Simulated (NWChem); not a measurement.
MgSiNH5; SMILES [Mg]([NH2])[SiH3]

```xyz
8

Mg     0.0001    -0.7176     0.0009
N      0.0001    -2.6109    -0.0006
H      0.8149    -3.2186    -0.0002
H     -0.8147    -3.2188    -0.0004
Si     0.0002     1.8571     0.0000
H     -1.3348     2.4377    -0.3743
H      0.9871     2.4413    -0.9714
H      0.3428     2.4465     1.3393
```
Atoms are numbered in this order, from 1.

All runs: NWChem. Medium grid unless said otherwise, to which SCAN and Minnesota functionals are sensitive. Structure relaxed at the PBE0/def2-SVP level. Total energies of different functionals are on different scales.

```json
[
 {"level": "B3LYP/def2-SVP", "energy (Ha)": "-547.1765", "highest occupied level (eV)": "-5.94", "orbital gap (eV)": "5.02", "dipole (D)": "1.60"},
 {"level": "PBE/def2-SVP", "energy (Ha)": "-546.7775", "highest occupied level (eV)": "-4.84", "orbital gap (eV)": "3.50", "dipole (D)": "1.60"},
 {"level": "RPBE/def2-SVP", "energy (Ha)": "-547.0888", "highest occupied level (eV)": "-4.79", "orbital gap (eV)": "3.47", "dipole (D)": "1.62"},
 {"level": "TPSS/def2-SVP", "energy (Ha)": "-547.1863", "highest occupied level (eV)": "-4.92", "orbital gap (eV)": "3.79", "dipole (D)": "1.78"},
 {"level": "MN15-L/def2-SVP", "energy (Ha)": "-546.8980", "highest occupied level (eV)": "-5.33", "orbital gap (eV)": "3.99", "dipole (D)": "1.78"},
 {"level": "PW91/def2-SVP", "energy (Ha)": "-547.0670", "highest occupied level (eV)": "-4.89", "orbital gap (eV)": "3.47", "dipole (D)": "1.61"},
 {"level": "BLYP/def2-SVP", "energy (Ha)": "-547.1011", "highest occupied level (eV)": "-4.70", "orbital gap (eV)": "3.41", "dipole (D)": "1.63"},
 {"level": "HCTH/407/def2-SVP", "energy (Ha)": "-547.1773", "highest occupied level (eV)": "-4.95", "orbital gap (eV)": "3.46", "dipole (D)": "1.59"},
 {"level": "SCAN/def2-SVP", "energy (Ha)": "-547.1209", "highest occupied level (eV)": "-5.13", "orbital gap (eV)": "4.06", "dipole (D)": "1.67"},
 {"level": "M06-L/def2-SVP", "energy (Ha)": "-547.1157", "highest occupied level (eV)": "-4.98", "orbital gap (eV)": "4.21", "dipole (D)": "1.66"}
]
```
